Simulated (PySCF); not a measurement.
GeH4O2.

```xyz
7

Ge     0.0000     0.0000     0.3429
O     -1.4503    -0.0880    -0.6773
O      1.4503     0.0880    -0.6773
H     -0.0474    -1.2983     1.1567
H      0.0474     1.2983     1.1567
H     -1.5639     0.6920    -1.2254
H      1.5639    -0.6920    -1.2254
```

The structure is a stationary point at PBE0-D3(BJ)/def2-TZVP. Other conformers were not sampled.

These are PySCF with PBE0/pcSseg-1 values and carry that method's errors. Non-relativistic, no solvent.

Computed absolute GIAO shielding of each atom: isotropic value and principal components (ppm):
```csv
atom,σ(iso),σ11,σ22,σ33,span
Ge1,1316.7,1245.3,1317.8,1386.9,141.6
O2,284.0,238.2,287.0,326.9,88.7
O3,284.0,238.2,287.0,326.9,88.7
H4,25.9,19.6,21.1,37.1,17.6
H5,25.9,19.6,21.1,37.1,17.6
H6,30.2,22.3,25.3,43.1,20.9
H7,30.2,22.3,25.3,43.1,20.9
```
